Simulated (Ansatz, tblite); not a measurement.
Cost and result up the ladder for W(NH)Cl4 (WNCl4H) (7 atoms). Charge 0, multiplicity 1. Geometry: PBE-D4/def2-SVP.

```xyz
7

W    -0.2046   -0.0101    0.2558
N     0.8708    0.0429   -1.0868
H     1.5083    0.0743   -1.8857
Cl   -1.9833    1.3336   -0.4110
Cl    0.4910    1.7809    1.5698
Cl    0.8871   -1.3876    1.7807
Cl   -1.5693   -1.8339   -0.2229
```

Ansatz on 4 threads of Intel Xeon Platinum 8259CL on a shared host; xTB runs through tblite on one thread. Times are rough, summed over both states, and most runs start from the orbitals of an earlier one. No level here is sound enough to serve as a yardstick. The other state is a triplet.

In the def2 sets W takes a core potential; there is no spin–orbit coupling. The xTB rows come from tblite.

xTB has no spin-polarisation term.

```tsv
level	functions	wall time
GFN1-xTB	51	0.048 s
GFN2-xTB	50	0.075 s
PBE-D4/def2-TZVP	225	8.6 s
r2SCAN-D4/def2-TZVP (with forces)	225	18 s
PBE0-D4/def2-TZVP	225	20 s
```

(1) Estimate what each level gives for the vertical triplet (eV).

## Answers

(1) 
| level | vertical triplet (eV) | remarks |
| --- | --- | --- |
| GFN1-xTB | 3.04 | – |
| GFN2-xTB | 2.26 | – |
| PBE-D4/def2-TZVP | 2.14 | – |
| r2SCAN-D4/def2-TZVP (with forces) | 2.15 | restricted SCF unstable in HF (singlet) |
| PBE0-D4/def2-TZVP | 2.22 | restricted SCF unstable in HF (singlet) |
